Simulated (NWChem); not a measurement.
# Atomisation of vinylene carbonate (C₃H₂O₃)

SMILES: O=c1occo1
```xyz
8

O      0.0000     0.0000    -1.9753
C      0.0000     0.0000    -0.7885
O     -1.1038     0.0000     0.0229
C     -0.6685     0.0000     1.3282
C      0.6685     0.0000     1.3282
O      1.1038     0.0000     0.0229
H     -1.4173     0.0000     2.1143
H      1.4173     0.0000     2.1143
```
Charge 0, spin multiplicity 1.

Program: NWChem. All single points use one geometry, from B3LYP/def2-SVP, a minimum by its harmonic frequencies.

Basis set: def2-TZVP. The atomisation energy is electronic alone: no zero-point, thermal, spin-orbit or counterpoise terms. No value is extrapolated to the basis-set limit. Free atoms are single determinants with multiplicities O 3, C 3, H 2. Correlated methods freeze the same cores in atoms and molecule, 6 orbitals in all.

B3LYP has NWChem's definition, with VWN1-RPA local correlation. The stability of the SCF solutions was not checked. Open-shell Hartree-Fock references start from PBE0 orbitals.

Problem. Order these methods by the atomisation energy they give, lowest first: CAM-B3LYP, MP2, BLYP, r2SCAN.

Solution. CAM-B3LYP (914.7 kcal/mol), BLYP (918.4 kcal/mol), MP2 (922.1 kcal/mol), r2SCAN (923.9 kcal/mol)
